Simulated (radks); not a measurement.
Values are calculated unless marked as measured or tabulated.
Charge is removed step by step from the 3d level of Ge2+, starting from [Ar] 3d10 4s2. Code: a radial shooting solver on a logarithmic mesh with Libxc functionals. Model: scalar-relativistic Kohn-Sham, BLYP, spin-unpolarised, spherical densities, finite nucleus; Fermi nuclear charge, rms radius 4.0742 fm.

removed (e)  E - E(0) (eV)  eigenvalue (eV)  E minus straight line (eV)
0                    0.000          -49.093                       0.000
0.25                12.972          -54.728                      -2.187
0.5                 27.374          -60.535                      -2.944
0.75                43.249          -66.507                      -2.228
1                   60.636          -72.640                       0.000

Removing the whole electron costs 60.636 eV by Delta-SCF, against 49.093 eV from minus the eigenvalue at the starting occupation. Slater's transition state (half an electron removed) gives 60.535 eV. Integrating minus the eigenvalue over the occupation (Janak's theorem) gives 60.646 eV. In this scalar-relativistic scheme the density is built from large components alone, so the theorem holds only approximately. The mean slope of the eigenvalue, de/dn, is 23.5 eV per electron.
